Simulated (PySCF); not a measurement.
This PySCF input asks for the NMR shieldings of SMILES C/C=C\[P@@H+](CC)CC(C)=O, [C8H16OP]+; the geometry comes from PBE0-D3(BJ)/def2-SVP.

```python
import basis_set_exchange as bse
import numpy as np
from pyscf import gto, dft
from pyscf.prop import nmr

atoms = """
C     3.019235   -0.284974   -1.097718
C     2.554959   -1.004180    0.109315
C     1.304214   -1.192390    0.568413
P    -0.199118   -0.629690   -0.186219
C    -1.400047   -1.987627   -0.210161
C    -2.726530   -1.644236   -0.875496
C    -0.916471    0.793423    0.692777
C    -0.029989    2.019279    0.480125
C    -0.419929    3.279937    1.178897
O     0.926290    1.918780   -0.251562
H     2.218825    0.178419   -1.684645
H     3.714868    0.514625   -0.794538
H     3.602425   -0.970603   -1.734390
H     3.348045   -1.454681    0.720268
H     1.140947   -1.765458    1.488518
H     0.020044   -0.230915   -1.517470
H    -1.535069   -2.309087    0.836637
H    -0.888088   -2.817071   -0.726516
H    -3.356796   -2.543346   -0.919448
H    -3.289247   -0.882444   -0.316613
H    -2.589949   -1.289174   -1.908017
H    -1.004618    0.541035    1.763344
H    -1.940637    0.982196    0.328604
H    -1.360544    3.661659    0.747901
H     0.365943    4.033545    1.048380
H    -0.606458    3.101768    2.248850
"""
names = dict.fromkeys(["C", "P", "O", "H"], "pcSseg-1")
basis = {el: gto.basis.parse(bse.get_basis(n, elements=[el], fmt="nwchem")) for el, n in names.items()}
mol = gto.M(atom=atoms, basis=basis, charge=1, verbose=0)
mf = dft.RKS(mol, xc="PBE0")
mf.grids.level = 2
mf.grids.alignment = dft.numint.BLKSIZE   # the property module wants whole blocks of grid points
mf.conv_tol = 1e-9
mf.kernel()

calc = nmr.RKS(mf)   # GIAO
C = mf.mo_coeff
Co = C[:, mf.mo_occ > 0]
resp = mf.gen_response(singlet=True, hermi=2)
def vind(x):   # induced exchange potential for any number of trial vectors
    d = np.einsum("pi,xij,qj->xpq", C, 2 * x.reshape(-1, C.shape[1], Co.shape[1]), Co, optimize=True)
    return np.einsum("xpq,pi,qj->xij", resp(d - d.transpose(0, 2, 1)), C, Co, optimize=True).ravel()
mo1, _ = nmr.rhf.solve_mo1(calc, with_cphf=vind)
sigma = calc.kernel(mo1)
for i, s in enumerate(sigma):   # ppm
    w = np.linalg.eigvalsh((s + s.T) / 2)
    print("%2d %-2s iso %8.1f  s11 %8.1f  s22 %8.1f  s33 %8.1f" % (i, mol.atom_pure_symbol(i), w.mean(), *w))
```

Task: What are the results?

Result: 
```
 0 C  iso    161.2  s11    140.2  s22    168.7  s33    174.8
 1 C  iso      5.0  s11   -125.6  s22    -24.3  s33    164.8
 2 C  iso     81.6  s11    -12.4  s22    107.5  s33    149.8
 3 P  iso    347.3  s11    309.2  s22    342.4  s33    390.2
 4 C  iso    168.2  s11    151.5  s22    170.8  s33    182.2
 5 C  iso    176.0  s11    168.2  s22    172.1  s33    187.6
 6 C  iso    146.8  s11    118.7  s22    138.7  s33    182.9
 7 C  iso    -22.8  s11   -118.9  s22    -47.6  s33     98.1
 8 C  iso    152.6  s11    126.2  s22    139.5  s33    192.2
 9 O  iso   -352.8  s11   -928.7  s22   -430.3  s33    300.8
10 H  iso     28.5  s11     24.2  s22     30.0  s33     31.3
11 H  iso     28.5  s11     25.0  s22     25.8  s33     34.7
12 H  iso     28.8  s11     25.3  s22     25.7  s33     35.4
13 H  iso     23.6  s11     21.5  s22     22.1  s33     27.1
14 H  iso     26.1  s11     22.6  s22     27.0  s33     28.6
15 H  iso     24.8  s11     21.1  s22     24.1  s33     29.3
16 H  iso     29.3  s11     24.5  s22     28.1  s33     35.2
17 H  iso     29.2  s11     23.4  s22     28.3  s33     35.8
18 H  iso     29.2  s11     23.9  s22     25.9  s33     37.7
19 H  iso     30.2  s11     24.8  s22     29.5  s33     36.2
20 H  iso     30.1  s11     25.4  s22     28.3  s33     36.7
21 H  iso     28.3  s11     24.6  s22     28.0  s33     32.4
22 H  iso     27.9  s11     22.7  s22     29.4  s33     31.5
23 H  iso     28.7  s11     25.5  s22     27.6  s33     32.9
24 H  iso     28.5  s11     24.6  s22     26.6  s33     34.4
25 H  iso     28.7  s11     25.4  s22     28.4  s33     32.4
```

These numbers come from an equivalent density-fitted implementation of the same equations, which agrees with the script to about 0.01 ppm for H and up to a few tenths of a ppm for heavy atoms, so last digits may differ.

Task: Turn these shieldings into chemical shifts. Scale: $^{13}$C (σ = 184.41 ppm) and $^{1}$H (σ = 31.27 ppm) vs TMS; $^{31}$P (σ = 310.13 ppm) vs H3PO4; $^{17}$O (σ = 334.56 ppm) against H2O (reference shieldings calculated alike).

Result: Averaging equivalent atoms: C 7: 207.2; C 1: 179.4; C 2: 102.8; C 6: 37.7; C 8: 31.8; C 0: 23.2; C 4: 16.2; C 5: 8.4; P 3: -37.1; O 9: 687.3; H 13: 7.68; H 15: 6.43; H 14: 5.21; H 22: 3.40; H 21: 2.94; H 10/11/12: 2.67; H 23/24/25: 2.64; H 17: 2.07; H 16: 1.99; H 18/19/20: 1.44 ppm. Unscaled 17O shifts of doubly bonded oxygen tend to come out too high, by tens of ppm or more. Experimental scales use liquid or dissolved standards, which lie at an offset from isolated H2O (liquid H2O: subtract about 36 ppm) and H3PO4.

Size and cost of the density-fitted run: 257 basis functions, 72 s wall time on 1 thread of an Arm Neoverse V2, shared host; peak memory 1.3 GiB.
